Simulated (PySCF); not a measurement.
Geometry:
```json
{"atom": "F1", "x (Å)": "-2.721", "y (Å)": "1.146", "z (Å)": "0.237"}
{"atom": "C2", "x (Å)": "-1.490", "y (Å)": "0.651", "z (Å)": "0.147"}
{"atom": "C3", "x (Å)": "-0.388", "y (Å)": "1.366", "z (Å)": "0.439"}
{"atom": "C4", "x (Å)": "0.892", "y (Å)": "0.658", "z (Å)": "0.276"}
{"atom": "C5", "x (Å)": "2.143", "y (Å)": "1.225", "z (Å)": "0.524"}
{"atom": "C6", "x (Å)": "3.298", "y (Å)": "0.465", "z (Å)": "0.332"}
{"atom": "C7", "x (Å)": "3.216", "y (Å)": "-0.855", "z (Å)": "-0.105"}
{"atom": "C8", "x (Å)": "1.965", "y (Å)": "-1.430", "z (Å)": "-0.353"}
{"atom": "C9", "x (Å)": "0.804", "y (Å)": "-0.688", "z (Å)": "-0.167"}
{"atom": "Si10", "x (Å)": "-1.013", "y (Å)": "-1.097", "z (Å)": "-0.389"}
{"atom": "H11", "x (Å)": "-0.424", "y (Å)": "2.407", "z (Å)": "0.775"}
{"atom": "H12", "x (Å)": "2.216", "y (Å)": "2.261", "z (Å)": "0.866"}
{"atom": "H13", "x (Å)": "4.276", "y (Å)": "0.913", "z (Å)": "0.526"}
{"atom": "H14", "x (Å)": "4.126", "y (Å)": "-1.440", "z (Å)": "-0.254"}
{"atom": "H15", "x (Å)": "1.909", "y (Å)": "-2.468", "z (Å)": "-0.695"}
{"atom": "H16", "x (Å)": "-1.422", "y (Å)": "-1.416", "z (Å)": "-1.788"}
{"atom": "H17", "x (Å)": "-1.538", "y (Å)": "-2.153", "z (Å)": "0.527"}
```

Gas phase, single conformer, one averaged value for each set of equivalent atoms, no relativistic terms. PBE0-D3(BJ)/def2-SVP geometry; shielding tensors at PBE0/pcSseg-1 (GIAO); PySCF 2.14.0 with density-fitted response routines.

Q: List the cross peaks expected in HSQC, COSY and HMBC spectra.

A: 

HSQC (one-bond C–H):
| δH | δC |
| --- | --- |
| 7.53 (H15) | 139.5 (C8) |
| 7.42 (H13) | 136.9 (C6) |
| 7.23 (H12) | 129.7 (C5) |
| 7.23 (H14) | 131.9 (C7) |
| 6.78 (H11) | 135.5 (C3) |

COSY cross peaks (H two or three bonds apart, from the bond graph; peaks can be absent where the dihedral angle is near 90°):
| δH | δH |
| --- | --- |
| 7.53 (H15) | 7.23 (H14) |
| 7.42 (H13) | 7.23 (H12) |
| 7.42 (H13) | 7.23 (H14) |

HMBC (two and three bonds, from the bond graph):
| δH | δC |
| --- | --- |
| 7.53 (H15) | 152.7 (C4), 136.9 (C6), 131.9 (C7), 130.0 (C9) |
| 7.42 (H13) | 152.7 (C4), 139.5 (C8), 131.9 (C7), 129.7 (C5) |
| 7.23 (H12) | 152.7 (C4), 136.9 (C6), 135.5 (C3), 131.9 (C7), 130.0 (C9) |
| 7.23 (H14) | 139.5 (C8), 136.9 (C6), 130.0 (C9), 129.7 (C5) |
| 6.78 (H11) | 181.9 (C2), 152.7 (C4), 130.0 (C9), 129.7 (C5) |
| 4.84 (H16/H17) | 181.9 (C2), 152.7 (C4), 139.5 (C8), 135.5 (C3), 130.0 (C9) |

Scale: TMS for ¹H and ¹³C (reference shieldings calculated alike).

Short H···H contacts in this conformer between protons four or more bonds apart (candidates for NOE cross peaks, intensity ∝ r⁻⁶): H11···H12 2.65 Å.

Shifts are as computed. Against solution values, carbons near 30 ppm lie about +2 ppm off and those near 130 ppm about +5 ppm. Of 1211 compounds with measured shifts, 218 miss one by over three times the rms of a fit or turn the order of signals round; such compounds aren't used in these exercises.
